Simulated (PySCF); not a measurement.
**Mayer bond orders and bond lengths**

Compound: C₄H₆N₂O.
Numbering: `[CH2:1]=[CH:2]/[N:3]=[CH:4]\[C:5]([NH2:6])=[O:7]` (hydrogens: H8, H9 on C1; H10 on C2; H11 on C4; H12, H13 on N6)

Cartesian coordinates in Å at the GFN2-xTB level; atoms count from 1:
```
atom  x, y, z in Å
C1    -1.4166    1.3515    0.5278
C2    -1.4969    0.1422   -0.0312
N3    -0.9591   -1.0067    0.4571
C4     0.2176   -1.4371    0.5310
C5     1.4953   -0.8707   -0.0312
N6     1.4373    0.3902   -0.5095
O7     2.5063   -1.5422   -0.0533
H8    -0.8077    1.5310    1.3982
H9    -2.0228    2.1657    0.1760
H10   -2.1787   -0.0432   -0.8542
H11    0.3602   -2.3998    1.0137
H12    2.2722    0.7849   -0.9120
H13    0.5885    0.9345   -0.4874
```

Bond orders from the PBE0/pcSseg-1 density (PySCF). Geometry: GFN2-xTB, one conformer, isolated molecule.

(1) Where do the orders between heavy atoms depart from those drawn in the SMILES?

(2) Set the Mayer orders of the bonds between heavy atoms beside their lengths.

Answers

(1) The largest departure is 0.230, at C5–N6 (drawn single, 1.230). Drawn single, order above 1.12: C5–N6 (1.230).

(2) 
```json
{"bond": "C1–C2", "drawn as": "double", "length (Å)": "1.335", "Mayer order": "1.827"}
{"bond": "C2–N3", "drawn as": "single", "length (Å)": "1.359", "Mayer order": "1.091"}
{"bond": "N3–C4", "drawn as": "double", "length (Å)": "1.255", "Mayer order": "1.891"}
{"bond": "C4–C5", "drawn as": "single", "length (Å)": "1.506", "Mayer order": "0.923"}
{"bond": "C5–N6", "drawn as": "single", "length (Å)": "1.350", "Mayer order": "1.230"}
{"bond": "C5–O7", "drawn as": "double", "length (Å)": "1.214", "Mayer order": "1.898"}
```

By pair of heavy elements: C–C: lowest C4–C5 (0.923, 1.506 Å), highest C1–C2 (1.827, 1.335 Å). C–N: lowest C2–N3 (1.091, 1.359 Å), highest N3–C4 (1.891, 1.255 Å).

Task: And the bonds to hydrogen?

Result: C–H: 0.94 to 0.95 (4 bonds); H–N: 0.91 to 0.93 (2 bonds).

Task: Sum the orders of all bonds at each heavy atom with more than one neighbour and set the sums beside the valence in the SMILES.

Result: C1 3.733 (drawn 4), C2 3.861 (drawn 4), N3 2.982 (drawn 3), C4 3.756 (drawn 4), C5 4.051 (drawn 4), N6 3.070 (drawn 3). Orders between atoms that aren't bonded are not in these sums.

For a closed shell the Mayer order of atoms A and B is Σ (PS)μν (PS)νμ over the basis functions μ on A and ν on B, with P the density and S the overlap matrix.

These values come from a run that also computed NMR shieldings. Hardware: Arm Neoverse V1, one thread, no GPU, shared host with 32 logical CPUs at a one-minute load of 9.8. Cost: 22 s (grids of density and orbitals included), 0.71 GiB resident at most.
